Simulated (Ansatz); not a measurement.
```yaml
crystal:
  periodic: [false, false, false]
  atoms:
    - {symbol: In, position_ang: [0.000025, -0.000003, -0.000013]}
    - {symbol: Cl, position_ang: [2.319542, -0.027364, 0.012835]}
    - {symbol: Cl, position_ang: [-1.136020, 2.022419, -0.017220]}
    - {symbol: Cl, position_ang: [-1.183547, -1.995052, 0.004399]}
basis:
  gaussian: {orbitals: def2-SVP}
total_charge: 1
magnetization: {spin_polarized: true, initial_magnetization: 1}
hamiltonian: {xc: {name: r2SCAN0}, dispersion: d3bj}
scf: {omitted_lower_state_checks: [starts]}
```

```sh
$ ansatz run in.yaml --threads 4 --pin off --events-out ev --progress --plain --max-ram 3916MiB
```

Output, abridged:

```
Warning: the engine holds no damping parameters fitted to this dispersion correction and functional, so the run takes those fitted to r2scan0 beside the three-body term, which d3bj leaves out (hamiltonian.dispersion, under Limitations)
Functional definition: r2SCAN0
813 factors; integrals over basis functions are off by at most 2.7e-4 eV
mean field evaluation 1: about -42719.1966 eV, gradient 1.8e1 eV
mean field evaluation 2: about -42718.7815 eV, gradient 2.0e1 eV
mean field evaluation 4: about -42720.8119 eV, gradient 4.1e0 eV
mean field evaluation 8: about -42720.9927 eV, gradient 1.5e-1 eV
mean field evaluation 16: about -42720.9929 eV, gradient 1.3e-3 eV
mean field -42720.99288234 eV, -1569.9675310970 hartree, gradient 5.3e-6 eV, S^2 0.755313; 0 other end points of the search recorded, 0 dependent functions left out
reference -42720.99289558 eV, -1569.9675315836 hartree; 36, 35 occupied and 44, 45 virtual orbitals, 813 factors
Total energy: -42721.03917761 eV, -1569.9692324166 hartree
Checks for a lower state left out: starts
```

Hardware: 4 threads of Arm Neoverse V1 on a shared host. Wall time 4.9 s.

In the def2 sets In takes a core potential; there is no spin–orbit coupling.
